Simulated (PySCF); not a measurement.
C₃H₈N, SMILES N(C)([CH2])C, multiplicity 2. Coordinates come from a PBE0-D3(BJ)/def2-SVP optimisation. The isomer is the one that the SMILES or the coordinates give; other isomers of the formula were not compared.

Computed equilibrium geometry at PBE0-D3(BJ)/def2-SVP (PySCF confirms it by a frequency run) as a Z-matrix, and its point group:
point group Cs.
```
N
C 1 1.3796
H 2 1.0923 1 116.57
H 2 1.0923 3 118.67 1 -147.51
C 1 1.4373 2 117.86 3 32.92
H 5 1.1000 1 109.84 2 -43.30
H 5 1.1012 6 108.04 1 120.15
H 5 1.1102 6 107.82 7 116.51
C 1 1.4373 2 117.86 3 178.88
H 9 1.1000 1 109.84 2 43.30
H 9 1.1012 10 108.04 1 -120.15
H 9 1.1102 10 107.82 11 -116.51
```
Charge 0, spin multiplicity 2.
